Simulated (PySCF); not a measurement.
Molecule: `OCB(F)F`, CH$_{3}$BF$_{2}$O.

Bonds (- single, = double, # triple, : aromatic): O1-C2, C2-B3, B3-F4, B3-F5. O1 carries H6; C2 carries H7, H8.

Frames of a GFN2-xTB Langevin trajectory at 200 K; GIAO PBE0/pcSseg-1 shieldings in PySCF, gas phase, non-relativistic; equivalent atoms averaged within each frame.

Chemical shifts δ = σref − σ; 17O (σref 336.08) against H2O; 13C (σref 186.93), 1H (σref 31.72) vs TMS; BF3·OEt2 for 11B (σref 100.07); 19F (σref 170.95) vs CFCl3, all at this level. The references are static minima.

How do the shifts (ppm) fluctuate along the trajectory?

Results:


```csv
time (fs),O1,C2,B3,F4/F5,H7/H8,H6
optimised geometry,-9.7,52.3,28.6,-76.2,4.10,0.28
250,-5.8,52.7,30.1,-73.3,4.26,1.28
425,1.8,57.9,26.9,-72.3,5.07,0.05
625,-16.4,52.6,29.1,-70.5,3.53,0.26
800,-9.1,56.8,26.4,-68.3,3.92,-0.48
1000,-17.2,52.3,28.2,-72.8,4.35,-0.86
mean of frames,-9.3,54.5,28.2,-71.4,4.23,0.05
standard deviation,7.9,2.7,1.5,2.0,0.57,0.82
```

5 frames give an uncertainty of the mean of about the standard deviation over 2.2 at best, since frames this close in time may not be independent; classical motion lacks zero-point vibration, and the reference would need the same averaging.
